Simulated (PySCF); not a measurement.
Scan of F4Ti, singlet: flattening of a tetrahedron along the D2d path, bond length relaxed. Scanned: the two opposite F-Ti-F angles (109.47 = tetrahedral, 180 = square planar). Other coordinates (Ti-F bond length) were minimised at PBE0/def2-TZVP.

Calculation: wB97X-V/def2-TZVP run with PySCF 2.14.0.

Scanned values (°): 90, 95, 100, 105, 109.47, 115, 120, 130, 140, 150, 160, 170, 180.

Task: Describe the profile: where are the wells and the tops?

Result: Lower than their neighbours: 109.47° (0.0 kJ/mol). Higher than their neighbours: 90° (52.0 kJ/mol, end of the scan), 180° (237.3 kJ/mol, end of the scan). The whole profile spans 237.3 kJ/mol.
